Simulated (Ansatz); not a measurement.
## Telling isomers of ClFH3SbSi apart by their spectra

These gas-phase data were calculated for one isomer of ClFH3SbSi at PBE0-D4/def2-SVP (harmonic, unscaled wavenumbers; equilibrium rotational constants with average atomic masses):

```
rotational constants            : 3.882, 1.003, 0.8411 GHz
all wavenumbers above 1500 cm⁻¹ : 2258, 1966, 1958
```

Candidates:

(1) `[F][Sb]([SiH3])[Cl]`, a singlet
(2) `F[SiH2][SbH][Cl]`, a singlet
(3) `F[Si@H](Cl)[SbH2]`, a singlet

Q: Which structure fits?

A: Candidate (3). 1 mode lies between 2000 and 2380 cm⁻¹, one for each Si–H bond, while (1) has 3, (2) has 2.

The same quantities for all candidates:

```tsv
	rotational constants (GHz)	wavenumbers above 1500 cm⁻¹	E above the lowest, PBE0-D4/def2-SVP (kcal/mol)
(1)	2.331, 1.872, 1.363	2264, 2240, 2223	30.5
(2)	3.161, 1.341, 0.9634	2271, 2250, 1947	12.0
(3)	3.882, 1.003, 0.8411	2258, 1966, 1958	0.0
```

Harmonic stretches to hydrogen usually lie a few per cent above observed fundamentals. Each candidate is one conformer. Atoms past krypton carry core potentials. Programs: Ansatz 0.2.0.
